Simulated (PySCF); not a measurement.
Computed with TPSSh-D3(BJ)/def2-TZVP // CAM-B3LYP-D3(BJ)/def2-TZVP run with PySCF 2.14.0. Isolated molecules, 0 K electronic values unless said otherwise. One relaxed conformer stands for a flexible species; it need not be the lowest. Excitations are Tamm–Dancoff values on a coarser integration grid. The basis has no diffuse functions, so Rydberg states are missing or too high.

Reference species (SMILES): `C(/C=C(/C)B)=C` (neutral, multiplicity 1).

```
Quantity                Value
-------------------  --------
S1 excitation (TDA)   4.52 eV
HOMO                 -6.38 eV
```

Changed species: `B/C(C=C)=C\C`.

Question: What does the change do to the S1 excitation (TDA) and HOMO?

Answer: the S1 excitation (TDA) falls by 0.56 eV, to 3.96 eV; the HOMO increases by 0.23 eV, to -6.15 eV.
